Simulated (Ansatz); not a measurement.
A made-up structure of CH2ClTe (charge -1), closed shell:

```
5
angstrom
Cl -0.5918 -1.6124 -0.2660
C -0.0619 -0.1562 0.6613
Te 0.5690 0.6875 -0.8011
H 1.0040 -0.1903 0.9819
H -0.9194 1.2715 -0.5761
```

It is relaxed with PBE-D4/def2-SVPD and then PBE0-D4/def2-TZVPD (Ansatz 0.2.0). Atoms count as bonded within 1.22 times the sum of their covalent radii (H–H: 0.88 Å). The end point is not checked to be a true minimum.

Q: Does its bonding change? (Judge from chemistry; the calculation decides.)

A: Computed: Yes. Formed: none; broken: Cl1–Te3, Te3–H4.

Where it ends: The first stage lowers the energy by 3.84 eV in 8 steps. It ends as CH₂ClTe ([Cl][CH][TeH]), total charge -1:
```
5
angstrom
Cl -0.4443 -2.0217 0.0424
C -0.0190 -0.3152 0.7052
Te 0.4501 0.9949 -0.9392
H 1.0018 -0.5048 1.0798
H -0.9887 1.8467 -0.8882
```

Labels in which every atom is bracketed show which atoms are joined, not bond orders.

For scale, one of the runs: PBE0-D4/def2-TZVPD relaxation, 160 basis functions, launched by `ansatz run in.yaml --threads 2 --pin off --events-out ev --progress --plain --max-ram 4352MiB`. The run took about 30 s on 2 CPU threads of an Arm Neoverse V2 (shared host).
